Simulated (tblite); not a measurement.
C6H13OP.
Geometry (GFN2-xTB, Å), atoms numbered from 1 in this order:
```xyz
21
C6H13OP angstrom
C     -2.790    1.178   -0.950
O     -1.855    0.137   -0.877
C     -1.768   -0.476    0.387
C     -0.639   -1.488    0.270
P      0.683   -0.680   -0.789
C      2.176   -1.253    0.144
C      1.678    0.103    0.568
C      2.523    1.313    0.254
H     -2.732    1.578   -1.960
H     -3.807    0.813   -0.758
H     -2.558    1.972   -0.229
H     -1.535    0.279    1.155
H     -2.725   -0.951    0.657
H     -0.269   -1.792    1.249
H     -0.992   -2.371   -0.267
H      2.081   -2.081    0.833
H      3.102   -1.272   -0.416
H      1.202    0.152    1.543
H      1.927    2.223    0.295
H      3.340    1.404    0.972
H      2.950    1.228   -0.744
```

Calculated harmonic vibrations of the isolated species, GFN2-xTB (tblite), most abundant isotopes, no scaling. Against measured fundamentals such values can be off by several per cent, at times by over 20. One conformer, not necessarily the lowest.

Harmonic wavenumbers (cm⁻¹): 26.4, 78.4, 90.0, 122.2, 182.3, 203.8, 219.5, 231.8, 294.7, 331.7, 403.8, 508.6, 645.0, 680.0, 697.9, 786.0, 827.5, 883.8, 941.8, 955.6, 981.5, 996.1, 1000.2, 1053.2, 1080.0, 1123.2, 1129.0, 1135.6, 1153.3, 1173.4, 1187.1, 1202.1, 1252.9, 1318.5, 1339.0, 1405.0, 1409.7, 1424.5, 1435.7, 1468.3, 1488.1, 1492.1, 1494.8, 1499.9, 2828.4, 2865.7, 2893.1, 2916.3, 2963.9, 2968.0, 2985.4, 2988.2, 3019.0, 3031.4, 3034.7, 3049.1, 3065.6.

A = 2961, B = 992.0, C = 857.7 MHz; mass 132.070 u (most abundant isotopes); point group C1, symmetry number 1.

Q: What is the zero-point energy?

A: Half the sum of the wavenumbers: 38981 cm⁻¹ = 111.45 kcal/mol.

Q: Entropy at 273.15 K, 1 bar (ideal gas, RRHO, classical rotation)?

A: Translation 40.14, rotation 28.97, vibration 29.44: S = 98.6 cal/(mol K).

Q: And Cp and H(273.15 K) − H(0)?

A: Cp = 36.39 cal/(mol K), of which vibrations give 28.44 (their classical limit is 57 R = 113.3); H(273.15 K) − H(0) = 6.26 kcal/mol without the zero-point energy, 4.09 from vibrations.

Q: Which modes carry the vibrational entropy at 273.15 K?

A: 26.4 cm⁻¹: 5.91; 78.4 cm⁻¹: 3.76; 90.0 cm⁻¹: 3.49; 122.2 cm⁻¹: 2.90; 182.3 cm⁻¹: 2.14; 203.8 cm⁻¹: 1.94 cal/(mol K); the other 51 give 9.31 together.

Q: How do the functions run with temperature in this model?

A: 
```json
{"T (K)": "150", "S (cal/(mol K))": "80.7", "Cp (cal/(mol K))": "24.8", "H − H(0) (kcal/mol)": "2.52", "G − H(0) (kcal/mol)": "-9.59", "ln q(vib)": "3.78"}
{"T (K)": "250", "S (cal/(mol K))": "95.4", "Cp (cal/(mol K))": "34.0", "H − H(0) (kcal/mol)": "5.44", "G − H(0) (kcal/mol)": "-18.42", "ln q(vib)": "6.65"}
{"T (K)": "298.15", "S (cal/(mol K))": "101.9", "Cp (cal/(mol K))": "39.0", "H − H(0) (kcal/mol)": "7.20", "G − H(0) (kcal/mol)": "-23.17", "ln q(vib)": "7.97"}
{"T (K)": "400", "S (cal/(mol K))": "114.9", "Cp (cal/(mol K))": "49.9", "H − H(0) (kcal/mol)": "11.73", "G − H(0) (kcal/mol)": "-34.21", "ln q(vib)": "10.73"}
{"T (K)": "600", "S (cal/(mol K))": "138.6", "Cp (cal/(mol K))": "67.5", "H − H(0) (kcal/mol)": "23.57", "G − H(0) (kcal/mol)": "-59.60", "ln q(vib)": "16.06"}
{"T (K)": "900", "S (cal/(mol K))": "169.5", "Cp (cal/(mol K))": "84.8", "H − H(0) (kcal/mol)": "46.62", "G − H(0) (kcal/mol)": "-105.96", "ln q(vib)": "23.70"}
```

q(vib) and H(0) count from the zero-point level.

Q: What must be added to the electronic energy to get the Gibbs energy at 273.15 K and 1 bar?

A: ZPE + [H(273.15 K) − H(0)] − T·S = 111.45 + 6.26 − 26.92 = 90.79 kcal/mol.

Q: Blend soft modes into free rotors: weight 1/[1 + (100 cm⁻¹/ν̃)⁴] for the oscillator and the rest for a rotor with moment μB/(μ + B), μ = h/(8π²ν), B = 10⁻⁴⁴ kg m². What vibrational entropy results?

A: 26.65 cal/(mol K) in place of 29.44, which changes −T·S at 273.15 K by +0.76 kcal/mol.

Hindered rotation and anharmonicity are outside this model. Other conformers, if any are populated, would add a mixing term that is left out. The structure is chiral; the term R ln 2 for an equal mix with its mirror image is left out.
